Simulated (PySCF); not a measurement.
Radial density of Cl²⁺ (chlorine, charge +2)

UHF, [Ne] 3s2 3p3, high-spin 4S determinant. Calculation: PySCF 2.14, in x2c-TZVPall; the spin-free X2C one-electron Hamiltonian (Gaussian nucleus).

```json
{"r (bohr)": "0.00155", "4πr²ρ (e/bohr)": "0.1099", "4πr²(ρα − ρβ)": "0.0000"}
{"r (bohr)": "0.00261", "4πr²ρ (e/bohr)": "0.2941", "4πr²(ρα − ρβ)": "0.0000"}
{"r (bohr)": "0.00439", "4πr²ρ (e/bohr)": "0.7514", "4πr²(ρα − ρβ)": "0.0001"}
{"r (bohr)": "0.00739", "4πr²ρ (e/bohr)": "1.864", "4πr²(ρα − ρβ)": "0.0003"}
{"r (bohr)": "0.0124", "4πr²ρ (e/bohr)": "4.332", "4πr²(ρα − ρβ)": "0.0009"}
{"r (bohr)": "0.0209", "4πr²ρ (e/bohr)": "9.020", "4πr²(ρα − ρβ)": "0.0025"}
{"r (bohr)": "0.0352", "4πr²ρ (e/bohr)": "15.52", "4πr²(ρα − ρβ)": "0.0094"}
{"r (bohr)": "0.0592", "4πr²ρ (e/bohr)": "19.66", "4πr²(ρα − ρβ)": "0.0396"}
{"r (bohr)": "0.0995", "4πr²ρ (e/bohr)": "16.33", "4πr²(ρα − ρβ)": "0.1539"}
{"r (bohr)": "0.167", "4πr²ρ (e/bohr)": "13.42", "4πr²(ρα − ρβ)": "0.4074"}
{"r (bohr)": "0.282", "4πr²ρ (e/bohr)": "19.03", "4πr²(ρα − ρβ)": "0.4885"}
{"r (bohr)": "0.474", "4πr²ρ (e/bohr)": "13.56", "4πr²(ρα − ρβ)": "0.0149"}
{"r (bohr)": "0.797", "4πr²ρ (e/bohr)": "3.776", "4πr²(ρα − ρβ)": "0.7222"}
{"r (bohr)": "1.34", "4πr²ρ (e/bohr)": "3.915", "4πr²(ρα − ρβ)": "2.2190"}
{"r (bohr)": "2.25", "4πr²ρ (e/bohr)": "1.255", "4πr²(ρα − ρβ)": "0.8454"}
{"r (bohr)": "3.79", "4πr²ρ (e/bohr)": "0.04106", "4πr²(ρα − ρβ)": "0.0298"}
{"r (bohr)": "6.38", "4πr²ρ (e/bohr)": "9.958e-05", "4πr²(ρα − ρβ)": "0.0001"}
```

Densities and radii are taken from the X2C orbitals without a picture-change correction, which distorts them close to the nucleus.
